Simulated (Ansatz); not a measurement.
```yaml
crystal:
  periodic: [false, false, false]
  atoms:
    - {symbol: C, position_ang: [-1.470780, 0.878736, 0.076502]}
    - {symbol: Ga, position_ang: [-0.603146, -0.234893, 1.443084]}
    - {symbol: Se, position_ang: [1.410151, -1.262376, 0.916671]}
    - {symbol: C, position_ang: [1.641570, -0.631506, -0.925277]}
    - {symbol: H, position_ang: [-1.632728, 0.302021, -0.837074]}
    - {symbol: H, position_ang: [-2.430515, 1.263210, 0.423190]}
    - {symbol: H, position_ang: [-0.828595, 1.724998, -0.180029]}
    - {symbol: H, position_ang: [-1.123463, -0.517625, 2.892125]}
    - {symbol: H, position_ang: [1.707658, 0.453681, -0.950327]}
    - {symbol: H, position_ang: [2.574700, -1.059321, -1.287260]}
    - {symbol: H, position_ang: [0.820547, -0.973826, -1.550905]}
basis:
  gaussian: {orbitals: def2-SVPD, final_grid: {core_spheres: 1, valence_spheres: 1, degree: 1}}
hamiltonian: {xc: {name: wB97M-V}}
output: {forces: true}
```

```sh
$ ansatz run in.yaml --threads 4 --pin off --events-out ev --progress --plain --max-ram 10444MiB
```

Output, abridged:

```
Functional definition: wB97M-V
1710 factors; integrals over basis functions are off by at most 1.2e-3 eV
578 factors; integrals over basis functions are off by at most 1.9e-5 eV
mean field evaluation 1: about -119888.6224 eV, gradient 4.3e1 eV
mean field evaluation 2: about -119889.9240 eV, gradient 3.7e1 eV
mean field evaluation 4: about -119892.6254 eV, gradient 1.4e0 eV
mean field evaluation 16: about -119973.7808 eV, gradient 1.4e1 eV
mean field evaluation 32: about -119974.2100 eV, gradient 3.6e-2 eV
mean field -119974.20998903 eV, -4408.9708956565 hartree, gradient 9.7e-6 eV, S^2 0.000000; 0 other end points of the search recorded, 0 dependent functions left out
reference -119974.21023102 eV, -4408.9709045495 hartree; 42, 42 occupied and 133, 133 virtual orbitals, 1710 factors
Total energy: -119974.21023102 eV, -4408.9709045495 hartree
Atom 0 at    -1.470780     0.878736     0.076502 Å, force     1.790353     3.038635    -8.521002 eV/Å
Atom 1 at    -0.603146    -0.234893     1.443084 Å, force     3.292504    -5.955906     8.807921 eV/Å
Atom 2 at     1.410151    -1.262376     0.916671 Å, force    -9.179955     2.199098     9.193196 eV/Å
Atom 3 at     1.641570    -0.631506    -0.925277 Å, force     1.031246     6.351360   -17.089556 eV/Å
Atom 4 at    -1.632728     0.302021    -0.837074 Å, force    -0.321197     0.933955     2.909896 eV/Å
Atom 5 at    -2.430515     1.263210     0.423190 Å, force     3.211345    -1.558427    -0.285507 eV/Å
Atom 6 at    -0.828595     1.724998    -0.180029 Å, force    -2.321266    -2.222301     2.302141 eV/Å
Atom 7 at    -1.123463    -0.517625     2.892125 Å, force    -0.199138     0.628508    -1.123354 eV/Å
Atom 8 at     1.707658     0.453681    -0.950327 Å, force     1.856002    -2.684133     1.054319 eV/Å
Atom 9 at     2.574700    -1.059321    -1.287260 Å, force    -1.829663     0.633180     1.113835 eV/Å
Atom 10 at     0.820547    -0.973826    -1.550905 Å, force     2.669769    -1.363968     1.638111 eV/Å
Dipole moment:    -0.204991     0.244008    -0.317498 e Å
```

Task: Something in this input is off. What?

Result: The integration grid is far too coarse. The run converged. The result belongs to that input, not to the molecule as meant.
